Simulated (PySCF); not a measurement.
disiloxane cation (H6OSi2), SMILES [SiH3]O[SiH3] (connectivity only; charge and spin as stated), charge +1, multiplicity 2.

The structure is a stationary point at PBE0-D3(BJ)/def2-SVP. The multiplicity is an assumed one; other spin states were not compared.

Level of theory: PBE0/def2-TZVPD (PySCF).

The molecule is in vacuum.

| Property | Result |
|---|---|
| total energy | -657.21887 hartree |
| point group | C2 |
| α spin, highest occupied and lowest empty level | -14.81 and -5.79 eV |
| β spin, highest occupied and lowest empty level | -14.57 and -11.92 eV |
| dipole moment about the centre of nuclear charge | 0.25 D |
| mean static polarisability | 79.7 bohr³ (11.81 Å³) |
| polarisability, principal values | 50.0, 50.7, 138.5 bohr³ |
| ⟨S²⟩ | 0.760 (pure state 0.75) |
